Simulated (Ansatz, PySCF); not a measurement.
H2S, charge -1, doublet, at the geometry of the source list (a state made from the parent by changing its charge; the spin is typed, not shown lowest) (in this run its highest filled SCF level lies above zero, so its values depend strongly on the basis, on diffuse functions most of all). Base run: REVPBE/cc-pVDZ (PySCF).

The PySCF input:
```python
from pyscf import gto, scf, dft

mol = gto.M(
    atom='''
S    -0.03610000    0.61230000   -0.00000000
H    -0.93710000   -0.36240000   -0.00000000
H     0.97320000   -0.24990000    0.00000000
''',
    basis='cc-pvdz',
    charge=-1,
    spin=1,
    verbose=4,
)

mf = dft.UKS(mol)
mf.xc = 'revpbe'
mf.kernel()
```

The same geometry, method and basis name were run in Ansatz (an electronic-structure program) and PySCF, at each program's defaults and at the settings that a row names. The base is PySCF at its defaults. Differences at the defaults can come from grids, fitting, cores and function types together.

```
code and settings                                                               ΔE vs base (µEh)  basis functions      E (Eh)  SCF cycles
------------------------------------------------------------------------------  ----------------  ---------------  ----------  ----------
PySCF, defaults (exact integrals, its default grid, spherical functions)                     0.0               28  -399.19789          10
Ansatz, defaults (factorised integrals, its default grid, spherical functions)               0.7               28  -399.19789           -
PySCF, density fitting with def2-universal-jkfit                                           -75.6               28  -399.19797          10
PySCF, fine grid                                                                             0.1               28  -399.19789          10
Ansatz, high accuracy                                                                        0.1               28  -399.19789           -
```

Open shells are given as the SCF converged; they aren't shown to be the lowest states, and a large step between rows can be another state.
